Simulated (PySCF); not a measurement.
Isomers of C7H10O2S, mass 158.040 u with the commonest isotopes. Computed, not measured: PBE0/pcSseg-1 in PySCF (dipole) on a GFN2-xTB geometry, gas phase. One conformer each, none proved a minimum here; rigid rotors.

Question: Order these by rotational constant A, smallest first.
A. `[CH2:1]=[C:2]([CH3:3])[C@@H:4]1[CH:5]=[CH:6][S:7](=[O:8])(=[O:9])[CH2:10]1` with C1–C2–C4–C5 -131°, C2–C4–C5–C6 -109°, C5–C6–S7–O8 106°, C6–S7–C10–C4 15°, C2–C4–C10–S7 104°
B. `[CH3:1][C:2](=[O:3])[O:4][C@@:5]1([CH3:6])[CH2:7][CH2:8][C:9]1=[S:10]` with C1–C2–O4–C5 180°, C2–O4–C5–C6 -72°, O4–C5–C7–C8 122°, C5–C7–C8–C9 -8°, C7–C8–C9–S10 -170°, O4–C5–C9–C8 -126°
C. `[CH:1]#[C:2][C@@H:3]1[CH2:4][S:5](=[O:6])(=[O:7])[CH2:8][C@@H:9]1[CH3:10]` with C2–C3–C4–S5 -161°, C3–C4–S5–O6 126°, C4–S5–C8–C9 19°, S5–C8–C9–C10 79°

Answer: B (1919 MHz), C (2275 MHz), A (2433 MHz).

Question: Order these by rotational constant C, largest first.
A. `[CH3:1][C:2](=[O:3])[O:4][C@@:5]1([CH3:6])[CH2:7][CH2:8][C:9]1=[S:10]` with C1–C2–O4–C5 180°, C2–O4–C5–C6 -72°, O4–C5–C7–C8 122°, C5–C7–C8–C9 -8°, C7–C8–C9–S10 -170°, O4–C5–C9–C8 -126°
B. `[CH2:1]=[C:2]([CH3:3])[C@@H:4]1[CH:5]=[CH:6][S:7](=[O:8])(=[O:9])[CH2:10]1` with C1–C2–C4–C5 -131°, C2–C4–C5–C6 -109°, C5–C6–S7–O8 106°, C6–S7–C10–C4 15°, C2–C4–C10–S7 104°
C. `[CH:1]#[C:2][C@@H:3]1[CH2:4][S:5](=[O:6])(=[O:7])[CH2:8][C@@H:9]1[CH3:10]` with C2–C3–C4–S5 -161°, C3–C4–S5–O6 126°, C4–S5–C8–C9 19°, S5–C8–C9–C10 79°

Answer: B (806.2 MHz), C (763.7 MHz), A (670.0 MHz).

Question: Order these by dipole moment, smallest first.
A. `[CH3:1][C:2](=[O:3])[O:4][C@@:5]1([CH3:6])[CH2:7][CH2:8][C:9]1=[S:10]` with C1–C2–O4–C5 180°, C2–O4–C5–C6 -72°, O4–C5–C7–C8 122°, C5–C7–C8–C9 -8°, C7–C8–C9–S10 -170°, O4–C5–C9–C8 -126°
B. `[CH:1]#[C:2][C@@H:3]1[CH2:4][S:5](=[O:6])(=[O:7])[CH2:8][C@@H:9]1[CH3:10]` with C2–C3–C4–S5 -161°, C3–C4–S5–O6 126°, C4–S5–C8–C9 19°, S5–C8–C9–C10 79°
C. `[CH2:1]=[C:2]([CH3:3])[C@@H:4]1[CH:5]=[CH:6][S:7](=[O:8])(=[O:9])[CH2:10]1` with C1–C2–C4–C5 -131°, C2–C4–C5–C6 -109°, C5–C6–S7–O8 106°, C6–S7–C10–C4 15°, C2–C4–C10–S7 104°

Answer: A (0.97 D), B (4.82 D), C (4.96 D).

```csv
SMILES,point group,Ia (u·Å²),Ib (u·Å²),Ic (u·Å²),κ,μa (D),μb (D),μc (D)
C#C[C@@H]1CS(=O)(=O)C[C@@H]1C,C1,222.12,593.33,661.73,-0.88,4.45,1.13,1.45
C=C(C)[C@@H]1C=CS(=O)(=O)C1,C1,207.70,598.53,626.87,-0.95,4.26,2.40,0.84
CC(=O)O[C@@]1(C)CCC1=S,C1,263.31,650.58,754.30,-0.83,0.37,0.72,0.53
```
